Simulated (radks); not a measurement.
Values are calculated unless marked as measured or tabulated.
Q: Species: Co4+. Configuration: [Ar] 3d5. Level of theory: Dirac Kohn-Sham, RPBE, spin-unpolarised, spherical densities, finite nucleus; open shells fill j = l - 1/2 first; Fermi nuclear charge, rms radius 3.7875 fm (a radial shooting solver on a logarithmic mesh with Libxc functionals). Some entries of the table are withheld. Estimate them.

orbital,occ.,eigenvalue (hartree),<r^2> (bohr^2)
1s1/2,2,(1),0.004246
2s1/2,2,-35.35710,0.07691
2p1/2,2,-30.96707,0.06106
2p3/2,4,-30.42266,0.06265
3s1/2,2,-5.97673,(2)
3p1/2,2,(3),0.7231
3p3/2,4,(4),0.7385
3d3/2,4,(5),(6)
3d5/2,1,(7),(8)

A: 
(1) 1s1/2 eigenvalue (hartree): -281.2988
(2) 3s1/2 <r^2> (bohr^2): 0.6641
(3) 3p1/2 eigenvalue (hartree): -4.65221
(4) 3p3/2 eigenvalue (hartree): -4.58048
(5) 3d3/2 eigenvalue (hartree): -2.42408
(6) 3d3/2 <r^2> (bohr^2): 0.9541
(7) 3d5/2 eigenvalue (hartree): -2.41510
(8) 3d5/2 <r^2> (bohr^2): 0.9607
